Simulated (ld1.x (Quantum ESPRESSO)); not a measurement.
**rhodium (Rh): one change to a TM potential, before and after**

```
Element                 : rhodium
Generator               : ld1.x (Quantum ESPRESSO) 7.5
Type                    : norm-conserving Troullier–Martins (Kleinman–Bylander form)
Functional              : LDA (PZ)
Relativity              : scalar-relativistic
Frozen core             : [Ar] 3d10 4s2
Valence charge          : 15
Reference configuration : 4p6 4d8 5s0.5 5p0.5
Partial waves           : 5s (bound): rc 2.60 bohr; 4d (bound): rc 1.20 bohr; 4p (bound): rc 1.35 bohr
Local potential         : the p channel
Core correction         : none
```

Occupied shells without a wave of their own: 5p. They enter only through the test configuration that unscreens the potential.

Change: all radii scaled by about 0.92 (s 2.38, p 1.24, d 1.10 bohr).

Cutoffs: the cutoffs (Ry, on a coarse ladder) from which the occupation-weighted sum of valence levels, in a spherical-Bessel basis at the reference potential, stays within 10 and 1 mRy of its value at 400 Ry; they do not see the model core or the augmentation charge, which bear on the density cutoff. Errors are all-electron minus pseudo energies relative to the spin-unpolarised reference configuration.

Task: Predict the effect on cutoff, ghosts and configuration errors.

Result: The potential gets harder (80 Ry and 120 Ry → 110 Ry and 160 Ry); both files keep a bound ghost (s); of the 9 tests that both files solve, the error grows in 0 and shrinks in 7 by more than 15 % and 0.3 meV (median size 43.8 → 21.6 meV). A smaller radius makes the pseudo-wave follow the all-electron one further in, where it bends more sharply, so more plane waves are needed. Less of the atom is replaced, so other configurations are described better.

```tsv
quantity	base	changed
cutoff, loose	80 Ry	110 Ry
cutoff, tight	120 Ry	160 Ry
loose cutoff by channel (10 mRy a level)	s 6 Ry, d 50 Ry, p 55 Ry	s 6 Ry, d 55 Ry, p 60 Ry
bound ghosts	s	s
error for 4p6 4d8 5s1 5p0, meV [ΔE -1.83 eV]	-13	-8.7
error for 4p6 4d8 5s0 5p0, meV [ΔE 5.96 eV]	-31	-22
error for 4p6 4d7 5s0 5p0, meV [ΔE 25.72 eV]	-44	-25
error for 4p6 4d8 5s0 5p1, meV [ΔE 1.90 eV]	+13	+8.2
error for 4p6 4d5 5s0 5p0, meV [ΔE 105.61 eV]	-46	-14
error for 4p6 4d8.5 5s0.5 5p0, meV [ΔE -2.43 eV]	-9.4	-6.8
error for 4p6 4d6 5s0 5p0, meV [ΔE 58.46 eV]	-49	-22
error for 4p6 4d8 5s0.5 5p0.5 (spin-polarised), meV [ΔE -0.81 eV]	+92	+90
error for 4p6 4d8 5s1 5p0 (spin-polarised), meV [ΔE -2.72 eV]	+80	+83
```

Base: These tests converged, but a pseudo level misses the all-electron one widely, so the file describes the atom poorly there or has found another state: 4p6 4d5 5s0 5p0: empty 5s by 8.3 eV (a node warning on the way). Changed file: These tests converged, but a pseudo level misses the all-electron one widely, so the file describes the atom poorly there or has found another state: 4p6 4d5 5s0 5p0: empty 5s by 8.5 eV (a node warning on the way). A true bound ghost makes a file unfit for plane-wave use even where its test errors are small: the radial tests pick states by their node count and pass the ghost by.
